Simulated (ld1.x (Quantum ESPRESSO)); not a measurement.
## u(r) = r·R(r): atom against pseudo-atom (oxygen (O))

Columns: radius, all-electron u(r) and pseudo u(r) of the 2s shell (level -58.02 eV) of oxygen in the configuration [He] 2s2 2p2; LDA (PZ), scalar-relativistic, TM scheme, ld1.x (Quantum ESPRESSO) 7.5.

```
r (bohr)  all-electron   pseudo
   0.070        0.4315  -0.0778
   0.140        0.4286  -0.1581
   0.210        0.2378  -0.2438
   0.280       -0.0157  -0.3380
   0.350       -0.2693  -0.4444
   0.420       -0.4935  -0.5648
   0.490       -0.6768  -0.6945
   0.560       -0.8169  -0.8184
   0.630       -0.9163  -0.9163
   0.700       -0.9800  -0.9800
   0.770       -1.0135  -1.0135
   0.840       -1.0223  -1.0223
   0.910       -1.0118  -1.0118
   0.980       -0.9863  -0.9863
   1.050       -0.9498  -0.9498
   1.120       -0.9056  -0.9056
   1.190       -0.8562  -0.8562
   1.260       -0.8037  -0.8037
   1.330       -0.7499  -0.7499
   1.400       -0.6960  -0.6960
   1.470       -0.6430  -0.6430
   1.540       -0.5916  -0.5916
   1.610       -0.5423  -0.5423
   1.680       -0.4955  -0.4955
   1.750       -0.4514  -0.4514
   1.820       -0.4102  -0.4102
```

Q: How many radial nodes do the two functions have?

A: The all-electron 2s function has n − l − 1 = 1; the pseudo-wave has 0, since the states of the same l below it are removed with the core.

Q: At about which radius was the pseudo-wave matched?

A: 0.65 bohr, where the columns begin to agree (steps of 0.07 bohr).

Q: Is the pseudo-wave norm-conserving?

A: Yes: the TM scheme keeps the norm inside the radius equal to the all-electron one, which fixes the energy derivative of the logarithmic derivative at the level.
